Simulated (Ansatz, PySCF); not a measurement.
Reaction R1 + R2 → P1 + P2, each structure at its B3LYP-D3(BJ)/def2-TZVP stationary point, reached from a drawn start (curvature not checked).
R1: Cl2O2W (SMILES [O]=[W](=[O])([Cl])[Cl]), charge 0, multiplicity 1.
P1: ClHO2W (SMILES [O]=[WH](=[O])[Cl]), charge 0, multiplicity 1.
R2, H2 (SMILES [H][H]) (charge 0, multiplicity 1, Z-matrix in Å and degrees):
```
H
H 1 0.7440
```
P2: HCl (SMILES Cl), charge 0, multiplicity 1.

P less R. No zero-point or thermal terms; no spin–orbit coupling.

Correlated levels freeze the cores. CBS: X⁻³ extrapolation of the correlation energy, Hartree–Fock from the larger set.

Codes used: Ansatz (a quantum-chemistry and plane-wave program); PySCF for the D3/D4 terms. Each number belongs to the level named beside it. Elements past Kr take the def2 small-core potentials, without spin–orbit coupling.

PBE/def2-TZVPP gives 117.9 kJ/mol for the reaction energy.

Task: Predict the shift from PBE, with its sign, for: PBE-D3(BJ)/def2-TZVPP, r2SCAN/def2-TZVPP, PBE0/def2-TZVPP, wB97M-V/def2-TZVPP, B2PLYP/def2-TZVPP, MP2/def2-QZVPP, CCSD(T)/CBS(def2-TZVPP, def2-QZVPP).

Result: PBE-D3(BJ)/def2-TZVPP 3.7; r2SCAN/def2-TZVPP 10.0; PBE0/def2-TZVPP -6.0; wB97M-V/def2-TZVPP -7.3; B2PLYP/def2-TZVPP 1.7; MP2/def2-QZVPP 18.0; CCSD(T)/CBS(def2-TZVPP, def2-QZVPP) -4.2 kJ/mol. 4 of 7 lie above PBE; the widest gap is to MP2/def2-QZVPP.
